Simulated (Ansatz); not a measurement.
Species: [Zn(H)2] (charge 0, multiplicity 1).

### Question
Give a relaxed geometry from PBE-D3(BJ)/def2-SVP (Ansatz, an electronic-structure program).

### Answer
the end point of this relaxation.
Cartesian coordinates (Å) in one orientation:
```xyz
3

Zn     0.000     0.000     0.000
H      0.247    -1.148     1.013
H     -0.247     1.148    -1.013
```
